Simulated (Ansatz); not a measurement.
Born–Oppenheimer molecular dynamics of BrGe$_{2}$H$_{7}$ (10 atoms, charge 0, multiplicity 1). It starts at the highest image of a converged band. Of that band: Neighbouring images differ by up to 1.3 eV, so the band resolves the path poorly. A vibrational analysis at the climbing image gives one clearly imaginary mode, 745i cm⁻¹: a first-order saddle point.

Level of theory: RKS B3LYP-D4/def2-SVP in Ansatz.

- ensemble: NVE (velocity Verlet)
- time step: 0.5 fs
- steps asked: 200
- starting velocities drawn for: 300 K
- seed: 6991

First frame:

```xyz
10
Properties=species:S:1:pos:R:3
Ge -0.260 0.043 0.027
Ge -0.051 -0.015 2.861
H -1.140 -0.172 3.933
H 0.943 -1.187 2.855
H 0.666 1.342 2.942
H 1.266 0.148 0.344
H -0.700 1.356 -0.615
H -0.513 -1.294 -0.664
Br -3.094 -0.153 0.806
H -1.220 -0.068 1.532
```

(1) How far do the bonds stretch over the last three quarters of this one trajectory? (Pairs bonded in most of those frames.)

## Answers

(1) 
```
   bond  mean (Å)  spread (Å)  shortest  longest
 Ge1–H6     1.546       0.024      1.50     1.59
 Ge1–H7     1.541       0.025      1.50     1.58
 Ge1–H8     1.545       0.016      1.52     1.58
Ge1–Br9     2.463       0.234      2.12     2.80
 Ge2–H3     1.555       0.048      1.48     1.63
 Ge2–H4     1.549       0.044      1.47     1.62
 Ge2–H5     1.538       0.015      1.51     1.57
Ge2–H10     1.547       0.027      1.50     1.60
```

Pairs bonded in part of these frames only: Ge1–Ge2 38 %, Ge1–H10 20 %.

Mean temperature of the second half: 1788 K. The conserved energy stayed within 0.095 meV per atom of its start (net change 0.041 meV per atom), so the integration is sound. The kinetic energy rose, since the run started high on the potential surface and went downhill. It ends in pieces (BrGeH3 + GeH4), so much of that is their flight and rotation, not heat. A run of 0.1 ps of so small a system gives no equilibrium averages. The orbitals stay closed-shell, which can raise the energy where a bond breaks towards radicals; this wasn't checked here.

Run time: 9.9 min on 4 threads of Arm Neoverse V1, on a shared host, peak memory 0.4 GiB.
